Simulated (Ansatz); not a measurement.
Start from `N#C[Si](F)(F)C#N` and change one atom or group to get `N#C[Si](F)(F)Cl`.

Ansatz, PBE0-D4/def2-TZVP geometries, multiplicity 1. 

```
                               property  `N#C[Si](F)(F)C#N`
   HOMO–LUMO gap (PBE0/def2-TZVPP) / eV                8.57
  HOMO–LUMO gap (B3LYP/def2-TZVPP) / eV                8.08
    LUMO energy (B3LYP/def2-TZVPP) / eV               -2.66
HOMO–LUMO gap (ωB97M-V/def2-TZVPP) / eV               13.08
     LUMO energy (PBE0/def2-TZVPP) / eV               -2.45
    HOMO–LUMO gap (PBE/def2-TZVPP) / eV                6.09
```

(1) Give the same properties after the change, and the shifts. (Best estimate.)

Results:

(1) Ansatz gave: 
| property | `N#C[Si](F)(F)Cl` | shift |
| --- | --- | --- |
| HOMO–LUMO gap (PBE0/def2-TZVPP) / eV | 9.11 | 0.54 |
| HOMO–LUMO gap (B3LYP/def2-TZVPP) / eV | 8.60 | 0.52 |
| LUMO energy (B3LYP/def2-TZVPP) / eV | -1.63 | 1.03 |
| HOMO–LUMO gap (ωB97M-V/def2-TZVPP) / eV | 13.58 | 0.50 |
| LUMO energy (PBE0/def2-TZVPP) / eV | -1.41 | 1.04 |
| HOMO–LUMO gap (PBE/def2-TZVPP) / eV | 6.66 | 0.57 |

With PBE0 the HOMO rises by 0.51 eV and the LUMO rises by 1.04 eV, so the gap widens by about 0.53 eV. PBE moves the HOMO by 0.43 eV and ωB97M-V by 0.55 eV. The zero-point energy changes by -17.8 kJ/mol with -3 modes.

B3LYP here is the variant with VWN-RPA as its local correlation; programs differ in this.
